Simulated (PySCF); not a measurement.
H3Al, charge +1, doublet, at a GFN2-xTB geometry (such geometries of metal compounds can be far from the true shape) (a state made from the parent by changing its charge; the spin is typed, not shown lowest), atoms displaced at random by about 0.03 Å a coordinate; PySCF with TPSS/STO-3G, gradient.

The PySCF input:
```python
from pyscf import gto, scf, dft

mol = gto.M(
    atom='''
Al    0.024449   -0.023111    0.024480
H     0.664584   -0.470191    1.380584
H    -0.337192    1.517050   -0.264506
H    -0.321740   -1.143413   -1.147882
''',
    basis='sto-3g',
    charge=1,
    spin=1,
    verbose=4,
)

mf = dft.UKS(mol)
mf.xc = 'tpss'
mf.grids.level = 1
mf.kernel()
g = mf.nuc_grad_method()
g.grid_response = False
grad = g.kernel()
```

Output, abridged:

```
PySCF version 2.14.0

[INPUT] verbose = 4
[INPUT] num. atoms = 4
[INPUT] num. electrons = 15
[INPUT] charge = 1
[INPUT] spin (= nelec alpha-beta = 2S) = 1
[INPUT] symmetry False subgroup None
[INPUT] Mole.unit = angstrom
[INPUT] Symbol           X                Y                Z      unit          X                Y                Z       unit  Magmom
[INPUT]  1 Al     0.024449000000  -0.023111000000   0.024480000000 AA    0.046201914019  -0.043673460465   0.046260495529 Bohr   0.0
[INPUT]  2 H      0.664584000000  -0.470191000000   1.380584000000 AA    1.255881746768  -0.888532216235   2.608925651957 Bohr   0.0
[INPUT]  3 H     -0.337192000000   1.517050000000  -0.264506000000 AA   -0.637200531394   2.866809017271  -0.499843898304 Bohr   0.0
[INPUT]  4 H     -0.321740000000  -1.143413000000  -1.147882000000 AA   -0.608000483318  -2.160737417267  -2.169182603318 Bohr   0.0

nuclear repulsion = 13.3918734869375
number of shells = 8
number of NR pGTOs = 36
number of NR cGTOs = 12
basis = sto-3g
ecp = {}

******** <class 'pyscf.dft.uks.UKS'> ********
method = UKS
initial guess = minao
damping factor = 0
level_shift factor = 0
DIIS = <class 'pyscf.scf.diis.CDIIS'>
diis_start_cycle = 1
diis_space = 8
diis_damp = 0
SCF conv_tol = 1e-09
SCF conv_tol_grad = None
SCF max_cycles = 50
direct_scf = True
direct_scf_tol = 1e-13
number electrons alpha = 8  beta = 7
XC library pyscf.dft.libxc version 7.1.2
    S. Lehtola, C. Steigemann, M. J. T. Oliveira, and M. A. L. Marques,  SoftwareX 7, 1–5 (2018)
XC functionals = tpss
    J. Tao, J. P. Perdew, V. N. Staroverov, and G. E. Scuseria,  Phys. Rev. Lett. 91, 146401 (2003)
    J. P. Perdew, J. Tao, V. N. Staroverov, and G. E. Scuseria,  J. Chem. Phys. 120, 6898 (2004)
    J. Tao, J. P. Perdew, V. N. Staroverov, and G. E. Scuseria,  Phys. Rev. Lett. 91, 146401 (2003)
    J. P. Perdew, J. Tao, V. N. Staroverov, and G. E. Scuseria,  J. Chem. Phys. 120, 6898 (2004)
radial grids:
    Treutler-Ahlrichs [JCP 102, 346 (1995); DOI:10.1063/1.469408] (M4) radial grids

becke partition: Becke, JCP 88, 2547 (1988); DOI:10.1063/1.454033
pruning grids: <function nwchem_prune>
grids dens level: 1
symmetrized grids: False
atomic radii adjust function: <function treutler_atomic_radii_adjust>
small_rho_cutoff = 0
Set gradient conv threshold to 3.16228e-05
tot grids = 13768
init E= -240.838653139529

cycle= 1 E= -240.907686238865  delta_E= -0.069  |g|= 0.209  |ddm|= 1.38
cycle= 2 E= -240.839967678793  delta_E= 0.0677  |g|= 0.242  |ddm|= 1.24
cycle= 3 E= -240.926002776079  delta_E= -0.086  |g|= 0.107  |ddm|= 1.16
cycle= 4 E= -240.928283777315  delta_E= -0.00228  |g|= 0.0818  |ddm|= 0.711
cycle= 5 E= -240.905820821988  delta_E= 0.0225  |g|= 0.144  |ddm|= 1.07
cycle= 6 E= -240.932839569073  delta_E= -0.027  |g|= 0.076  |ddm|= 0.424
cycle= 7 E= -240.933642562101  delta_E= -0.000803  |g|= 0.0717  |ddm|= 0.0365
cycle= 8 E= -240.896142616161  delta_E= 0.0375  |g|= 0.155  |ddm|= 1.08
cycle= 9 E= -240.893534414226  delta_E= 0.00261  |g|= 0.16  |ddm|= 0.0817
cycle= 10 E= -240.942964672891  delta_E= -0.0494  |g|= 0.0206  |ddm|= 0.984
cycle= 11 E= -240.922089704289  delta_E= 0.0209  |g|= 0.104  |ddm|= 0.618
cycle= 12 E= -240.91920626815  delta_E= 0.00288  |g|= 0.112  |ddm|= 0.0318
cycle= 13 E= -240.913794740235  delta_E= 0.00541  |g|= 0.124  |ddm|= 0.0746
cycle= 14 E= -240.913439024966  delta_E= 0.000356  |g|= 0.125  |ddm|= 0.0138
cycle= 15 E= -240.938643474738  delta_E= -0.0252  |g|= 0.0504  |ddm|= 0.399
cycle= 16 E= -240.925727957258  delta_E= 0.0129  |g|= 0.0954  |ddm|= 0.254
cycle= 17 E= -240.943771622218  delta_E= -0.018  |g|= 0.00462  |ddm|= 0.485
cycle= 18 E= -240.943749759278  delta_E= 2.19e-05  |g|= 0.00549  |ddm|= 0.0458
cycle= 19 E= -240.943808009311  delta_E= -5.83e-05  |g|= 0.00054  |ddm|= 0.0274
cycle= 20 E= -240.943808243011  delta_E= -2.34e-07  |g|= 0.000402  |ddm|= 0.00475
cycle= 21 E= -240.943808559849  delta_E= -3.17e-07  |g|= 6.12e-05  |ddm|= 0.00199
cycle= 22 E= -240.943808551747  delta_E= 8.1e-09  |g|= 8.88e-05  |ddm|= 0.000175
cycle= 23 E= -240.943808554072  delta_E= -2.33e-09  |g|= 8.14e-05  |ddm|= 3.42e-05
cycle= 24 E= -240.94380856606  delta_E= -1.2e-08  |g|= 1.42e-05  |ddm|= 0.000328
cycle= 25 E= -240.943808566432  delta_E= -3.72e-10  |g|= 1.08e-06  |ddm|= 6.28e-05
Extra cycle  E= -240.943808565538  delta_E= 8.94e-10  |g|= 2.13e-05  |ddm|= 0.000122
converged SCF energy = -240.943808565538  <S^2> = 0.76036555  2S+1 = 2.0103388

******** <class 'pyscf.grad.uks.Gradients'> for <class 'pyscf.dft.uks.UKS'> ********
unit = Eh/Bohr
grid_response = False
--------------- UKS gradients ---------------
         x                y                z
0 Al    -0.0115104365    -0.0292530869    -0.0385364088
1 H     0.0069244783     0.0086410101     0.0200751493
2 H     0.0023709080     0.0216087124     0.0136358706
3 H     0.0020556053    -0.0010786705     0.0047431733
----------------------------------------------
```
